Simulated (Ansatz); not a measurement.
Born–Oppenheimer molecular dynamics of GeH4 + H2 (7 atoms, charge 0, multiplicity 1). It starts from a relaxed structure.

These are results of Ansatz 0.2.0, RKS r2SCAN-D4/def2-SVP, not measurements.

| Property | Result |
| --- | --- |
| ensemble | NVT, Langevin thermostat |
| time step | 0.5 fs |
| steps asked | 100 |
| set temperature | 100 K |
| friction | 0.01 /fs |
| seed | 434860 |

First frame:

```xyz
7
Properties=species:S:1:pos:R:3
H 0.332 0.043 -3.089
H 0.208 0.138 -2.347
Ge -0.108 -0.036 1.088
H 0.077 -1.440 0.501
H -0.260 -0.133 2.610
H -1.364 0.606 0.487
H 1.116 0.823 0.749
```

Problem. How far do the bonds stretch over the last three quarters of this one trajectory? (Pairs bonded in most of those frames.)

Solution. 
```
  bond  mean (Å)  spread (Å)  shortest  longest
 H1–H2     0.760       0.010      0.74     0.78
Ge3–H4     1.536       0.024      1.50     1.58
Ge3–H5     1.533       0.007      1.52     1.55
Ge3–H6     1.532       0.013      1.50     1.56
Ge3–H7     1.539       0.025      1.50     1.59
```

Mean temperature of the second half: 75 K. The mean temperature of the second half is 25 % below the set value. A run of 0.05 ps of so small a system gives no equilibrium averages.

Run time: 3.8 min on 1 thread of Arm Neoverse V1 (shared host), peak memory 0.1 GiB.
